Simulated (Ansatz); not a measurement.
Wavefunction ladder for C4H7Al (`C#[C][AlH][CH2]C`)

```
atom   x (Å)   y (Å)   z (Å)
  C1   2.082  -2.052   0.909
  C2   0.950  -1.627   0.849
 Al3  -0.825  -0.921   0.733
  C4  -1.132   0.735  -0.254
  C5   0.094   1.386  -0.891
  H6   3.078  -2.431   0.964
  H7  -1.993  -1.716   1.451
  H8  -1.627   1.437   0.431
  H9  -1.895   0.525  -1.016
 H10   0.579   0.718  -1.607
 H11   0.850   1.640  -0.144
 H12  -0.160   2.307  -1.425
```

Total charge 0; spin multiplicity 1. Geometry: relaxed with PBE0-D4/def2-TZVP. It is one conformer, not always the lowest. Frozen core, restricted reference, Ansatz. CBS rows extrapolate triple and quadruple zeta; past MP2 they add the triple-zeta difference.

| basis | HF (Eh) | MP2 corr. |
| --- | --- | --- |
| def2-TZVPP | -397.47908 | -0.72889 |
| def2-QZVPP | -397.49296 | -0.77581 |

Task: Estimate the CCSD correlation energy and the (T) correction in each basis where they were run (hartree).

Result: 
```
     basis  CCSD corr.       (T)
def2-TZVPP    -0.77232  -0.03471
 CBS(def2)    -0.85399     as TZ
```
